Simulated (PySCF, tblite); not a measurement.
C₆H₁₁B.
Atom-mapped SMILES: `[BH2:1][C@@H:2]1[CH2:3][C@H:4]1[CH:5]1[CH2:6][CH2:7]1` (hydrogens: H8, H9 on B1; H10 on C2; H11, H12 on C3; H13 on C4; H14 on C5; H15, H16 on C6; H17, H18 on C7)

Computed with GFN2-xTB (tblite), gas phase: nudged elastic band of 9 images (0 to 8), spring 0.2 eV/Å², climbing image at the end, force threshold 0.05 eV/Å. No saddle search or frequency run followed, so the top image need not be a first-order saddle, and its height can exceed the method's true barrier by a kcal/mol or more.

Path: rotation about C4–C5 (three-membered-ring carbon, three-membered-ring carbon), followed by the dihedral C3–C4–C5–C7.

Image 0 (start, dihedral 173°):
```
atom  x, y, z in Å
B1      2.504    1.076   -0.580
C2      1.554    0.197    0.242
C3      1.302   -1.257   -0.133
C4      0.232   -0.266   -0.387
C5     -0.998   -0.237    0.452
C6     -2.334   -0.511   -0.178
C7     -1.994    0.874    0.277
H8      2.657    0.860   -1.720
H9      3.068    1.971   -0.079
H10     1.464    0.385    1.307
H11     1.174   -1.956    0.680
H12     1.845   -1.659   -0.974
H13     0.066    0.031   -1.415
H14    -0.850   -0.605    1.461
H15    -2.362   -0.705   -1.240
H16    -3.061   -1.076    0.385
H17    -2.489    1.264    1.153
H18    -1.788    1.621   -0.475
```

Image 8 (end, +0.045 eV, dihedral -50°):
```
atom  x, y, z in Å
B1      2.838    0.448    0.032
C2      1.448   -0.192    0.111
C3      0.709   -0.655   -1.137
C4      0.235    0.565   -0.450
C5     -1.028    0.617    0.345
C6     -1.675   -0.614    0.907
C7     -2.318    0.107   -0.236
H8      3.154    1.039   -0.928
H9      3.581    0.364    0.932
H10     1.195   -0.774    0.993
H11     0.135   -1.566   -1.060
H12     1.212   -0.542   -2.086
H13     0.461    1.508   -0.936
H14    -1.097    1.511    0.955
H15    -1.224   -1.575    0.718
H16    -2.134   -0.544    1.882
H17    -3.223    0.666   -0.055
H18    -2.278   -0.354   -1.211
```

**Question.** What do the inner images look like?

**Answer.** 
Image 1: +0.012 eV, dihedral -170°
```
atom  x, y, z in Å
B1      2.608    1.034   -0.492
C2      1.586    0.164    0.248
C3      1.225   -1.230   -0.250
C4      0.230   -0.143   -0.396
C5     -0.984   -0.111    0.470
C6     -2.297   -0.610   -0.065
C7     -2.094    0.854    0.173
H8      2.737    0.929   -1.651
H9      3.257    1.810    0.095
H10     1.518    0.259    1.327
H11     1.052   -1.989    0.499
H12     1.730   -1.592   -1.133
H13     0.071    0.250   -1.393
H14    -0.779   -0.316    1.514
H15    -2.328   -0.964   -1.084
H16    -2.946   -1.155    0.604
H17    -2.609    1.321    0.998
H18    -1.984    1.496   -0.688
```

Image 2: +0.039 eV, dihedral -152°
```
atom  x, y, z in Å
B1      2.692    0.979   -0.410
C2      1.609    0.119    0.254
C3      1.141   -1.190   -0.370
C4      0.231   -0.020   -0.397
C5     -0.976    0.019    0.484
C6     -2.233   -0.687    0.058
C7     -2.181    0.810    0.073
H8      2.806    0.982   -1.575
H9      3.401    1.640    0.244
H10     1.557    0.112    1.338
H11     0.915   -2.002    0.305
H12     1.611   -1.501   -1.290
H13     0.100    0.473   -1.353
H14    -0.748   -0.009    1.543
H15    -2.233   -1.190   -0.897
H16    -2.818   -1.189    0.814
H17    -2.738    1.340    0.831
H18    -2.146    1.322   -0.877
```

Image 3: +0.064 eV, dihedral -135°
```
atom  x, y, z in Å
B1      2.759    0.910   -0.330
C2      1.615    0.072    0.253
C3      1.054   -1.132   -0.493
C4      0.232    0.099   -0.402
C5     -0.972    0.144    0.487
C6     -2.151   -0.741    0.192
C7     -2.253    0.738   -0.017
H8      2.875    1.018   -1.490
H9      3.515    1.452    0.380
H10     1.559   -0.037    1.332
H11     0.766   -1.986    0.103
H12     1.503   -1.387   -1.441
H13     0.145    0.691   -1.306
H14    -0.744    0.302    1.535
H15    -2.099   -1.376   -0.679
H16    -2.682   -1.183    1.021
H17    -2.860    1.316    0.663
H18    -2.272    1.104   -1.033
```

Image 4: +0.075 eV, dihedral -118°
```
atom  x, y, z in Å
B1      2.809    0.831   -0.252
C2      1.602    0.025    0.244
C3      0.968   -1.057   -0.620
C4      0.233    0.213   -0.411
C5     -0.973    0.262    0.478
C6     -2.055   -0.770    0.334
C7     -2.306    0.642   -0.095
H8      2.942    1.039   -1.396
H9      3.596    1.246    0.508
H10     1.525   -0.184    1.307
H11     0.619   -1.942   -0.109
H12     1.409   -1.251   -1.585
H13     0.201    0.899   -1.250
H14    -0.768    0.606    1.486
H15    -1.939   -1.518   -0.436
H16    -2.545   -1.135    1.224
H17    -2.970    1.254    0.498
H18    -2.358    0.846   -1.154
```

Image 5 (top): +0.078 eV, dihedral -101°
```
atom  x, y, z in Å
B1      2.843    0.742   -0.174
C2      1.575   -0.020    0.228
C3      0.891   -0.967   -0.750
C4      0.231    0.317   -0.423
C5     -0.981    0.368    0.458
C6     -1.958   -0.771    0.483
C7     -2.340    0.527   -0.158
H8      3.009    1.048   -1.292
H9      3.647    1.023    0.629
H10     1.463   -0.329    1.263
H11     0.490   -1.878   -0.332
H12     1.335   -1.089   -1.726
H13     0.260    1.089   -1.185
H14    -0.818    0.886    1.397
H15    -1.775   -1.612   -0.168
H16    -2.414   -1.042    1.422
H17    -3.064    1.157    0.338
H18    -2.402    0.558   -1.236
```

Image 6: +0.078 eV, dihedral -85°
```
atom  x, y, z in Å
B1      2.860    0.647   -0.099
C2      1.538   -0.067    0.204
C3      0.826   -0.866   -0.881
C4      0.229    0.411   -0.434
C5     -0.994    0.462    0.427
C6     -1.861   -0.744    0.631
C7     -2.355    0.396   -0.205
H8      3.070    1.044   -1.181
H9      3.662    0.793    0.739
H10     1.380   -0.470    1.200
H11     0.374   -1.795   -0.572
H12     1.283   -0.909   -1.857
H13     0.319    1.255   -1.111
H14    -0.893    1.133    1.275
H15    -1.603   -1.659    0.123
H16    -2.300   -0.905    1.604
H17    -3.141    1.024    0.187
H18    -2.402    0.254   -1.274
```

Image 7: +0.065 eV, dihedral -68°
```
atom  x, y, z in Å
B1      2.858    0.541   -0.033
C2      1.489   -0.118    0.170
C3      0.759   -0.756   -1.006
C4      0.228    0.503   -0.443
C5     -1.012    0.551    0.391
C6     -1.757   -0.692    0.770
C7     -2.345    0.252   -0.233
H8      3.122    1.026   -1.065
H9      3.643    0.560    0.834
H10     1.279   -0.604    1.117
H11     0.242   -1.683   -0.813
H12     1.240   -0.725   -1.971
H13     0.384    1.402   -1.030
H14    -0.993    1.346    1.130
H15    -1.397   -1.646    0.419
H16    -2.199   -0.745    1.753
H17    -3.200    0.845    0.054
H18    -2.351   -0.050   -1.269
```

The largest changes of bonds and angles from start to top: C4–C5 1.490 → 1.499 Å, C2–C4 1.535 → 1.531 Å, B1–C2–C4 119.2 → 120.3°, C4–C5–C6 119.6 → 120.7°, C7–C5–H14 116.8 → 116.1°. GFN2-xTB torsional profiles can miss by a kcal/mol or more and can put conformers in the wrong order.

**Question.** What do single points at PBE0/pcSseg-1 (PySCF, no dispersion term) give on some images?

**Answer.** 
| image | GFN2-xTB E (eV) | DFT E (eV) | HOMO (eV) | LUMO (eV) | dipole (D) |
| --- | --- | --- | --- | --- | --- |
| 0 | 0.000 | 0.000 | -7.41 | -1.07 | 1.36 |
| 2 | 0.039 | 0.064 | -7.42 | -1.11 | 1.28 |
| 5 | 0.078 | 0.072 | -7.83 | -1.11 | 1.27 |
| 6 | 0.078 | 0.036 | -7.83 | -1.10 | 1.30 |
| 8 | 0.045 | 0.020 | -7.59 | -1.08 | 1.34 |

Energies count from image 0 at each level. At the GFN2-xTB top the DFT energy is 1.7 kcal/mol against 1.8; the geometries weren't optimised at the DFT level.

What follows is the cost of the whole band run. On one thread of an AMD EPYC 7B13 (shared host), this took 2.8 s wall and 0.18 GiB of memory at its peak.
